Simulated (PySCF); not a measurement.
A structure optimised at PBE-D3(BJ)/def2-SVP, used in a PySCF frequency run:

```xyz
6

Zr    -0.0526     0.0110     0.0000
Cl    -0.5205    -1.2794    -1.8977
Cl    -0.5205    -1.2794     1.8977
Cl    -1.1661     2.0623     0.0000
S      2.3128     0.5491     0.0000
H      2.6204    -0.7842     0.0000
```
Charge 0, spin multiplicity 1.

Question: Write its SMILES, formula and point group.

Answer: [SH][Zr]([Cl])([Cl])[Cl], Cl3HSZr, Cs

Question: What are its rotational constants (standard atomic weights)?

Answer: 1.0083, 0.96627, 0.94916 GHz
